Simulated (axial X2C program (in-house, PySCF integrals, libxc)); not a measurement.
## Worked dissociation energy of TlGe⁺: B3LYP, spin-free

All values were computed with an in-house all-electron X2C program for linear molecules (integrals from PySCF). Spin-free means the one-electron spin-free X2C Hamiltonian. Basis: Tl dyall-v2z [10s12p9d5f], Ge dyall-v2z [7s8p5d] (cores contracted in-house); Gaussian nuclei, density fitting, unrestricted open shells. Masses: Tl 204.974 u, Ge 73.921 u.

Molecular state: M_S = 1, Λ = 1 (beyond evenly filled blocks: σα, π+α).

```
E(Tl+) (2M_S = 0, M_L = 0) : -20249.834631 hartree
E(Ge) (2M_S = 2, M_L = 0)  : -2098.812050 hartree
E(TlGe⁺) at Re             : -22348.672259 hartree
ωe                         : 71.9 cm⁻¹
ωexe                       : 0.274 cm⁻¹
```

**Question.** Work out De and D0.

**Answer.** De = -20249.834631 + (-2098.812050) − (-22348.672259) = 0.02558 hartree = 0.696 eV. The zero-point energy is ωe/2 − ωexe/4 = 36 cm⁻¹ = 0.004 eV, so D0 = 0.692 eV.

One determinant describes the state; a PBE0 search over occupations chose it and may have missed a lower one. Dissociation energies refer to the lowest single-determinant-based atoms at the same level and basis. PBE0 can misorder states that lie within some tenths of an eV, so this need not be the ground state of the molecule. The nearest other spin-free determinant of the search, M_S = 0, Λ = 1, lies 0.28 eV up at the distance of the search. Without a current term, density functionals place determinants with orbital angular momentum somewhat too high. The atomic limit has a lower orbital projection than the molecule and lies lower at mean-field level, so De may be about a tenth of an eV too small. Spin-free De lacks the spin–orbit lowering of the heavy p-block atom, a tenth of an eV or more for 4p and 5p, up to an eV for 6p and one to two eV for 7p atoms, less what an open-shell molecule gains itself.

Each atomic determinant is the lowest at this level and need not be a pure term. Totals compare only within one Hamiltonian and basis.
